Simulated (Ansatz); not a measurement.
The cluster AlCu6⁻, relaxed as a singlet with RKS PBE-D4/def2-SVPD in Ansatz, starting from the GFN1-xTB geometry. Force threshold 0.02 eV/Å.

The restricted singlet is unstable: a solution with broken spin symmetry lies lower. The highest occupied level of the charge -1 singlet lies above zero (up to 0.05 eV). The electron is either unbound and held by the finite basis, or the level is raised by self-interaction error. Another isomer (singlet) lies 0.28 eV lower at PBE0-D4/def2-TZVPD; other spin states weren't run for this one.

Start:

```xyz
7

Cu    2.006   -1.050   -0.245
Cu    0.005   -1.464    1.027
Cu    0.803    0.763   -1.547
Cu   -0.976    0.651    1.725
Cu   -0.559   -1.133   -1.275
Cu    1.225    0.968    0.812
Al   -2.505    1.266   -0.498
```

(1) Estimate the energy that the relaxation releases and the steps that it takes.

(2) Does the start keep its bonding and symmetry?

(3) Predict the relaxed structure.

Answers

(1) 1.53 eV, in 11 steps; 87 s on 4 threads of Intel Xeon Platinum 8259CL on a shared host. No frequencies were taken in this run, so the end may be a saddle point.

(2) Bonds formed: Cu3–Al7, Cu4–Cu5, Cu5–Cu6, Cu6–Al7 (atoms count from 1). Metal–metal contacts that move far: Cu5–Al7 3.19 to 2.63 Å.

(3) 
Cartesian coordinates in Å:
```
Cu 1.7686 -1.0150 -0.4970
Cu 0.5337 -1.4544 1.4166
Cu 0.5973 0.7720 -1.7167
Cu -1.3906 0.0781 1.3995
Cu -0.7161 -0.9032 -0.6595
Cu 0.7067 0.9132 0.6559
Al -1.4997 1.6093 -0.5987
```
Bond lengths (bridged metal pairs left out): 12 × Cu–Cu 2.32 to 2.66 Å; 4 × Al–Cu 2.52 to 2.63 Å.
